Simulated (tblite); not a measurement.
A geometry optimisation, step by step.

Species: C₄H₈ClGe (doublet state).
Numbering: `[Cl:1][CH2:2][C@H:3]1[CH:4][CH2:5][GeH2:6]1` (hydrogens: H7, H8 on C2; H9 on C3; H10 on C4; H11, H12 on C5; H13, H14 on Ge6)

Computed with GFN2-xTB (tblite), gas phase: L-BFGS steps from a force-field or distance-geometry start until the largest atomic force falls under 0.01 eV/Å. 11 of its 97 geometries are shown.

Step 0: E = -516.4167 eV, largest atomic force 2.201 eV/Å
```
atom  x, y, z in Å  |  force x, y, z in eV/Å
Cl1     1.542    0.222    1.926    0.180  -0.079  -0.530
C2      1.826    0.015    0.165    1.761   0.333  -0.031
C3      0.539   -0.017   -0.562    0.162  -0.497   0.109
C4     -0.316   -1.156   -0.065   -0.450  -0.386  -2.020
C5     -1.671   -0.535    0.118   -0.438  -0.465   0.488
Ge6    -0.812    1.201    0.082   -0.733   1.977   0.632
H7      2.397   -0.915    0.057   -0.083   0.042   0.058
H8      2.472    0.848   -0.197   -0.316  -0.346   0.457
H9      0.672   -0.073   -1.658    0.250  -0.026   0.359
H10    -0.242   -2.043   -0.709   -0.021  -0.192   0.760
H11    -2.114   -0.800    1.092   -0.337  -0.240  -0.674
H12    -2.331   -0.716   -0.767    0.168  -0.244   0.954
H13    -0.560    1.837    1.482   -0.267   0.002  -0.841
H14    -1.403    2.132   -0.986    0.125   0.120   0.278
```

Step 10: E = -516.9627 eV, largest atomic force 0.208 eV/Å
```
atom  x, y, z in Å  |  force x, y, z in eV/Å
Cl1     1.618    0.203    1.905   -0.036  -0.072   0.001
C2      1.897   -0.013    0.166   -0.074  -0.039   0.017
C3      0.561   -0.028   -0.567   -0.045   0.118   0.059
C4     -0.382   -1.147   -0.252   -0.012   0.058  -0.111
C5     -1.704   -0.566    0.118    0.037   0.131  -0.037
Ge6    -0.863    1.254    0.082   -0.054  -0.056  -0.006
H7      2.458   -0.938    0.036   -0.039  -0.083   0.012
H8      2.514    0.830   -0.148   -0.040   0.003  -0.062
H9      0.807    0.015   -1.641   -0.063  -0.023   0.078
H10    -0.249   -2.165   -0.578    0.097  -0.045   0.076
H11    -2.145   -0.934    1.051    0.208   0.004   0.007
H12    -2.471   -0.746   -0.646    0.040   0.021  -0.025
H13    -0.641    1.979    1.384   -0.046   0.031  -0.066
H14    -1.401    2.255   -0.932    0.026  -0.047   0.057
```

Step 19: E = -516.9959 eV, largest atomic force 0.143 eV/Å
```
atom  x, y, z in Å  |  force x, y, z in eV/Å
Cl1     1.595    0.142    1.911   -0.072  -0.007  -0.038
C2      1.879   -0.043    0.167   -0.019  -0.011   0.016
C3      0.558   -0.004   -0.577   -0.022   0.068  -0.061
C4     -0.385   -1.129   -0.343   -0.022   0.040   0.059
C5     -1.689   -0.566    0.093   -0.040   0.122   0.063
Ge6    -0.871    1.269    0.079   -0.097  -0.042  -0.005
H7      2.402   -0.990    0.030    0.037   0.004  -0.033
H8      2.504    0.795   -0.142    0.096  -0.062   0.044
H9      0.805    0.083   -1.643    0.057   0.068  -0.073
H10    -0.161   -2.175   -0.466    0.024   0.027   0.025
H11    -2.030   -0.956    1.057   -0.012  -0.013   0.018
H12    -2.508   -0.734   -0.616    0.028  -0.023   0.018
H13    -0.692    2.038    1.368    0.004  -0.079  -0.075
H14    -1.408    2.267   -0.942    0.038  -0.093   0.043
```

Step 29: E = -517.0157 eV, largest atomic force 0.037 eV/Å
```
atom  x, y, z in Å  |  force x, y, z in eV/Å
Cl1     1.513    0.085    1.888   -0.018  -0.007   0.025
C2      1.863   -0.066    0.156   -0.008   0.000  -0.016
C3      0.559    0.039   -0.614   -0.012   0.012  -0.009
C4     -0.379   -1.097   -0.393   -0.006   0.020   0.018
C5     -1.675   -0.559    0.106   -0.002   0.020   0.000
Ge6    -0.886    1.275    0.070    0.007  -0.011  -0.014
H7      2.347   -1.032    0.008    0.008  -0.001  -0.007
H8      2.551    0.740   -0.103    0.002  -0.005   0.012
H9      0.818    0.171   -1.673    0.015  -0.017  -0.002
H10    -0.085   -2.132   -0.361   -0.003  -0.019  -0.006
H11    -1.969   -0.965    1.079    0.019  -0.007  -0.018
H12    -2.518   -0.737   -0.570    0.010  -0.015   0.006
H13    -0.717    2.039    1.353    0.025   0.020   0.010
H14    -1.422    2.239   -0.969   -0.036   0.008   0.001
```

Step 38: E = -517.0177 eV, largest atomic force 0.055 eV/Å
```
atom  x, y, z in Å  |  force x, y, z in eV/Å
Cl1     1.488    0.065    1.887   -0.024  -0.004   0.049
C2      1.858   -0.067    0.159   -0.002   0.006  -0.030
C3      0.562    0.046   -0.624   -0.020  -0.020  -0.005
C4     -0.375   -1.090   -0.395   -0.023  -0.010  -0.001
C5     -1.668   -0.555    0.110   -0.006   0.010   0.008
Ge6    -0.886    1.282    0.063    0.015  -0.035  -0.013
H7      2.340   -1.034    0.005    0.009   0.000  -0.005
H8      2.553    0.737   -0.081    0.006   0.016  -0.007
H9      0.831    0.162   -1.683    0.006   0.012   0.017
H10    -0.084   -2.126   -0.362    0.019  -0.009  -0.017
H11    -1.954   -0.965    1.085    0.005   0.006  -0.019
H12    -2.512   -0.742   -0.564    0.006   0.014   0.029
H13    -0.690    2.051    1.341    0.008   0.012  -0.005
H14    -1.462    2.238   -0.963    0.001   0.002  -0.003
```

Step 48: E = -517.0194 eV, largest atomic force 0.059 eV/Å
```
atom  x, y, z in Å  |  force x, y, z in eV/Å
Cl1     1.443    0.035    1.889    0.006  -0.005   0.050
C2      1.848   -0.067    0.168   -0.008   0.005  -0.058
C3      0.563    0.044   -0.634   -0.039  -0.007  -0.022
C4     -0.376   -1.091   -0.410   -0.020  -0.003  -0.006
C5     -1.659   -0.555    0.123    0.000  -0.009   0.002
Ge6    -0.879    1.280    0.055    0.015   0.017   0.020
H7      2.345   -1.025    0.005    0.004  -0.013   0.012
H8      2.535    0.748   -0.054    0.018   0.028   0.022
H9      0.847    0.160   -1.689    0.005  -0.007   0.001
H10    -0.079   -2.127   -0.389   -0.026   0.004  -0.008
H11    -1.934   -0.966    1.099    0.027  -0.006  -0.005
H12    -2.517   -0.730   -0.536    0.013  -0.016   0.007
H13    -0.649    2.070    1.314   -0.013   0.012  -0.001
H14    -1.488    2.222   -0.965    0.018  -0.001  -0.014
```

Step 58: E = -517.0229 eV, largest atomic force 0.066 eV/Å
```
atom  x, y, z in Å  |  force x, y, z in eV/Å
Cl1     1.361   -0.031    1.895   -0.005  -0.002   0.024
C2      1.825   -0.063    0.185    0.000  -0.011  -0.049
C3      0.564    0.043   -0.656   -0.043  -0.002   0.000
C4     -0.388   -1.087   -0.450    0.012  -0.034   0.020
C5     -1.638   -0.554    0.156    0.001  -0.017  -0.008
Ge6    -0.862    1.280    0.048   -0.006   0.064   0.015
H7      2.360   -0.997    0.009    0.017  -0.037   0.007
H8      2.490    0.784    0.018    0.027   0.011   0.001
H9      0.874    0.152   -1.704    0.026   0.006   0.031
H10    -0.116   -2.129   -0.476    0.007   0.006  -0.037
H11    -1.858   -0.979    1.140    0.020   0.026   0.021
H12    -2.528   -0.726   -0.458   -0.018  -0.015   0.001
H13    -0.593    2.125    1.266   -0.031  -0.011  -0.019
H14    -1.491    2.180   -0.996   -0.008   0.015  -0.007
```

Step 67: E = -517.0318 eV, largest atomic force 0.111 eV/Å
```
atom  x, y, z in Å  |  force x, y, z in eV/Å
Cl1     1.280   -0.117    1.901    0.001   0.033   0.106
C2      1.807   -0.067    0.214    0.011  -0.034   0.007
C3      0.570    0.044   -0.660    0.019   0.015  -0.014
C4     -0.393   -1.079   -0.474    0.032  -0.004  -0.060
C5     -1.606   -0.554    0.205    0.009   0.009  -0.029
Ge6    -0.863    1.292    0.015    0.011  -0.010   0.017
H7      2.369   -0.981    0.016    0.009  -0.044   0.016
H8      2.462    0.798    0.111    0.004   0.028  -0.037
H9      0.918    0.144   -1.695    0.006   0.004  -0.039
H10    -0.194   -2.114   -0.703   -0.029   0.069   0.002
H11    -1.720   -0.920    1.231   -0.008   0.005  -0.009
H12    -2.534   -0.790   -0.322   -0.046  -0.018   0.037
H13    -0.615    2.187    1.204    0.005  -0.019  -0.003
H14    -1.481    2.156   -1.065   -0.023  -0.033   0.006
```

Step 77: E = -517.0417 eV, largest atomic force 0.078 eV/Å
```
atom  x, y, z in Å  |  force x, y, z in eV/Å
Cl1     1.241   -0.122    1.935   -0.020   0.021   0.038
C2      1.796   -0.074    0.255   -0.033   0.002   0.012
C3      0.585    0.035   -0.660   -0.013   0.015  -0.011
C4     -0.410   -1.065   -0.523    0.019  -0.044  -0.036
C5     -1.582   -0.555    0.233    0.043  -0.048   0.016
Ge6    -0.852    1.289   -0.011   -0.063   0.001   0.044
H7      2.372   -0.983    0.070   -0.002   0.010   0.021
H8      2.434    0.807    0.167    0.042  -0.048  -0.045
H9      0.974    0.134   -1.681    0.000  -0.002  -0.015
H10    -0.312   -2.049   -0.948   -0.018   0.024  -0.004
H11    -1.583   -0.870    1.283   -0.008  -0.024  -0.007
H12    -2.551   -0.848   -0.183    0.054   0.043   0.006
H13    -0.610    2.213    1.159   -0.002   0.030  -0.004
H14    -1.501    2.087   -1.118   -0.001   0.021  -0.016
```

Step 86: E = -517.0545 eV, largest atomic force 0.156 eV/Å
```
atom  x, y, z in Å  |  force x, y, z in eV/Å
Cl1     1.222    0.009    1.963   -0.001   0.021  -0.051
C2      1.781   -0.091    0.284    0.013   0.005  -0.002
C3      0.594    0.044   -0.661    0.016  -0.041   0.011
C4     -0.407   -1.052   -0.564    0.002   0.012  -0.047
C5     -1.541   -0.582    0.270    0.028  -0.015  -0.052
Ge6    -0.860    1.283   -0.004   -0.002   0.027   0.154
H7      2.291   -1.050    0.171   -0.021   0.036  -0.012
H8      2.485    0.729    0.133    0.030  -0.021   0.041
H9      1.010    0.161   -1.669   -0.006  -0.022  -0.007
H10    -0.401   -1.950   -1.155    0.008   0.006  -0.001
H11    -1.475   -0.920    1.309   -0.022   0.055   0.013
H12    -2.523   -0.875   -0.104   -0.038  -0.024   0.003
H13    -0.647    2.261    1.146   -0.007  -0.008  -0.070
H14    -1.529    2.032   -1.141    0.000  -0.031   0.021
```

Step 96: E = -517.0581 eV, largest atomic force 0.009 eV/Å
```
atom  x, y, z in Å  |  force x, y, z in eV/Å
Cl1     1.212    0.056    1.961    0.004  -0.005   0.005
C2      1.779   -0.098    0.291    0.001  -0.002  -0.001
C3      0.599    0.048   -0.662   -0.002  -0.003   0.000
C4     -0.408   -1.044   -0.583    0.000   0.001   0.000
C5     -1.530   -0.593    0.273    0.002  -0.002   0.003
Ge6    -0.860    1.280    0.014    0.002   0.005   0.005
H7      2.259   -1.073    0.199    0.003  -0.001  -0.001
H8      2.512    0.694    0.134    0.003   0.001  -0.001
H9      1.019    0.168   -1.667   -0.004   0.007   0.005
H10    -0.421   -1.912   -1.218   -0.004   0.003   0.001
H11    -1.442   -0.921    1.313   -0.003  -0.001   0.000
H12    -2.519   -0.895   -0.078    0.002   0.000  -0.005
H13    -0.660    2.289    1.135    0.000   0.004  -0.007
H14    -1.542    2.000   -1.133   -0.004  -0.006  -0.004
```

**Question.** Summarise the path.

**Answer.** The energy falls by 0.6415 eV from step 0 to step 96; nine tenths of that is first reached at step 19. It falls at every step. The largest force goes from 2.201 to 0.009 eV/Å. Among the bonds C3–Ge6 changes most, from 1.930 to 2.025 Å; the atoms move by 0.437 Å rms after alignment.

**Question.** Follow the three bonds and two angles with the largest change from start to end.

**Answer.** 
```
step  E above end (eV)  largest force (eV/Å)  C3–Ge6 (Å)  C5–Ge6 (Å)  C2–C3 (Å)  C3–C4–H10 (°)  C5–Ge6–H13 (°)
   0            0.6415                 2.201       1.930       1.937      1.479          112.2           114.9
   4            0.2297                 0.641       2.017       1.983      1.513          121.0           115.2
   8            0.1106                 0.426       2.004       1.990      1.521          124.7           118.1
  13            0.0803                 0.185       2.025       1.995      1.523          125.2           120.3
  17            0.0692                 0.215       2.012       1.999      1.518          126.1           120.6
  21            0.0559                 0.208       2.031       2.006      1.519          125.1           120.1
  25            0.0449                 0.101       2.014       1.993      1.518          124.8           119.4
  29            0.0425                 0.037       2.020       1.997      1.518          124.4           119.7
  33            0.0415                 0.037       2.021       1.996      1.518          124.5           119.8
  38            0.0404                 0.055       2.023       1.997      1.519          124.6           120.1
  42            0.0398                 0.031       2.022       1.996      1.519          124.3           120.4
  46            0.0392                 0.032       2.020       1.996      1.518          124.2           120.6
  50            0.0379                 0.059       2.021       1.995      1.519          124.2           121.6
  54            0.0364                 0.055       2.018       1.999      1.520          124.3           122.3
  58            0.0353                 0.066       2.015       1.994      1.520          124.6           122.8
  63            0.0300                 0.086       2.015       1.999      1.520          125.8           122.4
  67            0.0263                 0.111       2.016       1.999      1.520          125.3           122.3
  71            0.0224                 0.091       2.019       1.997      1.521          125.1           122.3
  75            0.0188                 0.090       2.017       2.001      1.524          125.2           122.0
  79            0.0146                 0.135       2.016       1.993      1.522          125.5           121.8
  83            0.0102                 0.097       2.020       2.000      1.525          126.3           122.0
  88            0.0023                 0.162       2.024       2.004      1.523          124.7           123.8
  92            0.0002                 0.026       2.025       2.007      1.524          124.8           124.6
  96            0.0000                 0.009       2.025       2.006      1.524          124.7           124.6
```

What follows is the cost of the whole relaxation. The run took 0.5 s on one thread of an Arm Neoverse V2, no GPU, shared host with 32 logical CPUs at a one-minute load of 17.
